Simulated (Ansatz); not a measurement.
Computed with Ansatz on PBE0-D4/def2-TZVP structures; ΔE is electronic, products minus reactants. CCSD(T)/CBS is the MP2 limit (def2-TZVPP, def2-QZVPP) plus CCSD(T) − MP2 in def2-TZVPP, frozen cores. def2 core potentials past Kr. For Sn outer-core shells are correlated without core-valence functions, which leaves a few kJ/mol of doubt a bond. Each species was taken in one conformer, which may not be the lowest.

`CN1B[SiH]1C` + `[OH][Sn]([OH])([Cl])[Cl]` → `C[O][Sn]([OH])([Cl])[Cl]` + `CN1B[SiH2]1`  (substitution at a C–Si bond)

```csv
species,CCSD(T)/CBS(def2) energy (Eh)
`CN1B[SiH]1C`,-449.50306
`[OH][Sn]([OH])([Cl])[Cl]`,-1285.27027
`C[O][Sn]([OH])([Cl])[Cl]`,-1324.50981
`CN1B[SiH2]1`,-410.22579
```

(1) Work out ΔE.

Largest T1 diagnostic among the species: 0.014.

## Answers

(1) ΔE = (-1324.50981) + (-410.22579) − (-449.50306) − (-1285.27027) = 0.03773 Eh = +1.03 eV.

In def2-TZVPP, CCSD(T) changes the Hartree–Fock value by +0.10 eV (the triples alone add +0.00 eV) and MP2 by +0.17 eV.
